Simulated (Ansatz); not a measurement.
Stretching the Ge1–H2 bond in GeH4 (SMILES [GeH4]) (multiplicity 1 held, fragments rigid). Energies count from the point at 1.536 Å.
Geometry at that point (charge 0, multiplicity 1):
```xyz
5

Ge     0.0000     0.0000     0.0000
H     -0.6159    -0.8821    -1.0960
H      0.5733    -0.8907     1.1121
H     -1.0824     0.9183     0.5865
H      1.1249     0.8545    -0.6025
```

R- and RO- levels are restricted; in cc, def2 and unpolarised 6-31G sets they are followed outwards from rest. U- levels take the lowest unrestricted solution at each point, which mixes spins at long bonds. Full CI gives the lowest state of the spin. Curves can end on different states.

Correlated levels freeze the cores. Filled d and f shells under p-block atoms count as core.

Run with Ansatz (Gaussian basis) for Hartree–Fock, density functionals and correlated methods. Values without a source in brackets are computed.

Energies in eV.

```csv
R (Å),U-HF/6-31G,R-MP2/6-31G,R-CCSD/6-31G,U-CCSD/6-31G,R-CCSD(T)/6-31G,FCI/6-31G
1.229,1.32,1.36,1.40,1.40,1.40,1.41
1.382,0.26,0.28,0.31,0.31,0.31,0.31
1.536,0.00,0.00,0.00,0.00,0.00,0.00
1.689,0.17,0.14,0.10,0.10,0.10,0.10
1.843,0.56,0.48,0.41,0.41,0.41,0.40
2.073,1.32,1.17,1.02,1.02,1.01,1.00
2.304,2.03,1.90,1.64,1.64,1.62,1.61
2.688,2.58,2.98,2.48,2.50,2.43,2.42
3.072,2.77,3.83,3.02,3.02,2.92,2.91
3.532,2.84,4.49,3.33,3.26,3.16,3.19
4.147,2.87,4.86,3.47,3.31,3.21,3.30
4.915,2.87,4.64,3.51,3.32,3.18,3.32
```

Doubts at one or more of the structures used: a spin-contaminated determinant (U-HF/6-31G, U-CCSD/6-31G); a restricted determinant that unrestricted orbitals would lower (R-MP2/6-31G, R-CCSD/6-31G, R-CCSD(T)/6-31G); other coupled-cluster roots lie near (R-CCSD/6-31G, R-CCSD(T)/6-31G); T1 above 0.05 (R-CCSD/6-31G, U-CCSD/6-31G, R-CCSD(T)/6-31G).

Ansatz is a program for electronic structure.
